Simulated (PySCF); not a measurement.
## A ladder of Hamiltonians for Bi(71+) (bismuth, charge +71)

Occupied: 1s1/2, 2s1/2, 2p1/2, 2p3/2, 3s1/2. Hartree-Fock calculated with PySCF 2.14 in an even-tempered Gaussian basis (19 s from 12 bohr⁻², ratio 2.3; 16 p from 14 bohr⁻², ratio 2.3), Gaussian nucleus throughout. NR is non-relativistic, sf-X2C the spin-free one-electron X2C Hamiltonian, X2C adds the bare one-electron spin-orbit term, X2C-SNSO screens it by Boettger's factors, DC is four-component Dirac-Coulomb, and the Gaunt and Breit terms are added at first order (total energies over the DC spinors, levels after relaxing the spinors in that mean field). QED terms are absent. Levels marked empty are virtual spinors of this ion; the basis has s and p functions only, so 3d, which can lie below the n = 4 levels, is absent.

```csv
Hamiltonian,E (hartree)
NR,-13686.8453
sf-X2C,-14975.7867
X2C,-15009.8553
X2C-SNSO,-15008.0640
DC,-15016.7758
DC+Gaunt,-14995.1342
DC+Breit,-14997.0087
```

| level (eV) | NR | sf-X2C | X2C | X2C-SNSO | DC | DC+Gaunt | DC+Breit |
| --- | --- | --- | --- | --- | --- | --- | --- |
| 1s1/2 | -88013.3 | -97660.0 | -97627.5 | -97629.2 | -97762.9 | -97411.7 | -97434.8 |
| 2s1/2 | -19954.0 | -22755.3 | -22747.3 | -22747.7 | -22768.2 | -22728.0 | -22731.2 |
| 2p1/2 | -19502.9 | -20415.1 | -22203.6 | -22150.0 | -22166.2 | -22097.1 | -22103.5 |
| 2p3/2 | -19502.9 | -20415.1 | -19743.9 | -19759.0 | -19772.5 | -19728.3 | -19734.8 |
| 3s1/2 | -8394.2 | -9284.2 | -9282.8 | -9282.9 | -9287.9 | -9277.1 | -9278.4 |
| 3p1/2 (empty) | -8128.5 | -8496.3 | -8972.2 | -8958.2 | -8962.5 | -8944.7 | -8947.0 |
| 3p3/2 (empty) | -8128.5 | -8496.3 | -8313.8 | -8318.0 | -8320.9 | -8309.5 | -8311.8 |
| 4s1/2 (empty) | -4544.2 | -4918.9 | -4918.4 | -4918.4 | -4920.3 | -4916.1 | -4916.8 |

**Question.** How large are the two-electron picture-change error of X2C and the Breit correction in the total energy?

**Answer.** X2C-1e lies 6.9205 hartree above Dirac-Coulomb; Gaunt adds 21.6416 and the full Breit term 19.7671 hartree.

| interval (eV) | X2C | X2C-SNSO | DC | DC+Gaunt | DC+Breit |
| --- | --- | --- | --- | --- | --- |
| 2p3/2 − 2p1/2 | 2460 | 2391 | 2394 | 2369 | 2369 |
| 3p3/2 − 3p1/2 | 658.4 | 640.2 | 641.6 | 635.3 | 635.2 |

Weight of the small component: 1s1/2 0.101, 2s1/2 0.0239, 2p1/2 0.0238, 2p3/2 0.0210, 3s1/2 0.00941, 3p1/2 0.00927, 3p3/2 0.00855, 4s1/2 0.00486.

Koopmans' value for the highest occupied level at DC+Breit: 9278.4 eV, against an ionisation energy of 9270 ± 60 eV (theoretical estimate listed by NIST; NIST Atomic Spectra Database, ionization energies); the former lacks relaxation, correlation, QED and recoil.

The whole ladder took 230 s of wall time on 1 thread of Neoverse-N1 (shared host), launched as `OMP_NUM_THREADS=1 python relrun2.py TASK.json OUT` (a driver that calls PySCF for each Hamiltonian).
